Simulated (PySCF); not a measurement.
## input.py for LiCd⁻

File input.py (PySCF 2.14):

```python
from pyscf import gto, scf, tdscf

mol = gto.M(
    atom='Li 0 0 0; Cd 0 0 2.924',
    basis='def2-svpd',
    ecp={'Cd': 'def2-svpd'},
    charge=-1,
    spin=0,
    symmetry=True,
    verbose=4,
)
mf = scf.RHF(mol)
mf.kernel()
td = tdscf.TDHF(mf)
td.nstates = 5
td.kernel()
td.analyze(verbose=3)
mf.dip_moment()
print('orbital energies (hartree):', mf.mo_energy[..., max(0, mol.nelec[1]-3):mol.nelec[0]+3].round(4))
```

```bash
$ OMP_NUM_THREADS=1 python input.py
```

Output (some set-up lines and the per-cycle HOMO/LUMO lines with their warnings removed):

```
PySCF version 2.14.0

[INPUT] verbose = 4
[INPUT] num. atoms = 2
[INPUT] num. electrons = 24
[INPUT] charge = -1
[INPUT] spin (= nelec alpha-beta = 2S) = 0
[INPUT] symmetry True subgroup None
[INPUT] Mole.unit = angstrom
[INPUT] Symbol           X                Y                Z      unit          X                Y                Z       unit  Magmom
[INPUT]  1 Li     0.000000000000   0.000000000000   0.000000000000 AA    0.000000000000   0.000000000000   0.000000000000 Bohr   0.0
[INPUT]  2 Cd     0.000000000000   0.000000000000   2.924000000000 AA    0.000000000000   0.000000000000   5.525559188228 Bohr   0.0

nuclear repulsion = 10.8586294990424
point group symmetry = Coov
symmetry origin: [0.         0.         5.20052629]
symmetry axis x: [1. 0. 0.]
symmetry axis y: [0. 1. 0.]
symmetry axis z: [0. 0. 1.]
num. orbitals of irrep A1 = 18
num. orbitals of irrep E1x = 10
num. orbitals of irrep E1y = 10
num. orbitals of irrep E2x = 3
num. orbitals of irrep E2y = 3
num. orbitals of irrep E3x = 1
num. orbitals of irrep E3y = 1
number of shells = 18
number of NR pGTOs = 79
number of NR cGTOs = 46
basis = def2-svpd
ecp = {'Cd': 'def2-svpd'}

******** <class 'pyscf.scf.hf_symm.SymAdaptedRHF'> ********
method = SymAdaptedRHF
initial guess = minao
damping factor = 0
level_shift factor = 0
DIIS = <class 'pyscf.scf.diis.CDIIS'>
diis_start_cycle = 1
diis_space = 8
diis_damp = 0
SCF conv_tol = 1e-09
SCF conv_tol_grad = None
SCF max_cycles = 50
direct_scf = True
direct_scf_tol = 1e-13
Freeze 0 electrons in irreps []
    24 free electrons in irreps A1 E1x E1y E2x E2y E3x E3y
Set gradient conv threshold to 3.16228e-05
Initial guess from minao.
init E= -159.633060440056
cycle= 1 E= -173.438374906928  delta_E= -13.8  |g|=  1.6  |ddm|= 3.59
cycle= 2 E= -172.368414313633  delta_E= 1.07  |g|= 2.81  |ddm|= 5.79
cycle= 3 E= -174.231165846736  delta_E= -1.86  |g|= 0.149  |ddm|= 4.48
cycle= 4 E= -174.250468497184  delta_E= -0.0193  |g|= 0.0774  |ddm|= 0.639
cycle= 5 E= -174.252921187828  delta_E= -0.00245  |g|= 0.0245  |ddm|= 0.213
cycle= 6 E= -174.253602563004  delta_E= -0.000681  |g|= 0.00755  |ddm|= 0.188
cycle= 7 E= -174.253741014582  delta_E= -0.000138  |g|= 0.00301  |ddm|= 0.108
cycle= 8 E= -174.25376995742  delta_E= -2.89e-05  |g|= 0.00073  |ddm|= 0.0699
cycle= 9 E= -174.253771681292  delta_E= -1.72e-06  |g|= 0.000189  |ddm|= 0.0204
cycle= 10 E= -174.25377179955  delta_E= -1.18e-07  |g|= 5.83e-05  |ddm|= 0.00509
cycle= 11 E= -174.25377181183  delta_E= -1.23e-08  |g|= 2.02e-05  |ddm|= 0.00196
cycle= 12 E= -174.25377181215  delta_E= -3.2e-10  |g|= 2.04e-06  |ddm|= 0.000218
Extra cycle  E= -174.253771812156  delta_E= -5.49e-12  |g|= 1.01e-06  |ddm|= 1.84e-05
converged SCF energy = -174.253771812156

******** <class 'pyscf.tdscf.rhf.TDHF'> for <class 'pyscf.scf.hf_symm.SymAdaptedRHF'> ********
nstates = 5 singlet
deg_eia_thresh = 1.000e-03
wfnsym = None
conv_tol = 1e-05
eigh lindep = 1e-12
eigh level_shift = 0
eigh max_cycle = 100

Excitation energies (eV)
[0.76132845 0.76132845 1.58166884 2.22553947 2.33822396]

** Singlet excitation energies and oscillator strengths **
Excited State   1:  E1x      0.76133 eV   1628.52 nm  f=0.0277
Excited State   2:  E1y      0.76133 eV   1628.52 nm  f=0.0277
Excited State   3:   A1      1.58167 eV    783.88 nm  f=0.4507
Excited State   4:   A1      2.22554 eV    557.10 nm  f=0.4627
Excited State   5:  E1y      2.33822 eV    530.25 nm  f=0.4593

WARN: System has nonzero charge -1; the dipole moment is origin-dependent.
Location of origin: [0. 0. 0.]

Dipole moment(X, Y, Z, Debye):  0.00000,  0.00000, -1.99598
orbital energies (hartree): [-5.831e-01 -1.638e-01  4.000e-04  1.480e-01  1.480e-01  1.564e-01]
```

In short: E(SCF) = -174.253772 Eh, 12 cycles, first singlet excitations without spin–orbit coupling 0.76, 0.76, 1.58, 2.23, 2.34 eV.

Run time: 2.1 s on 1 thread of Arm Neoverse V1 (shared host), peak memory 0.17 GiB.

With symmetry on the solver can miss roots, and labels of degenerate states are those of a subgroup. Stability towards an unrestricted solution was not tested. The bond length is a typed value, not an optimised one. The dipole of an ion depends on the origin.
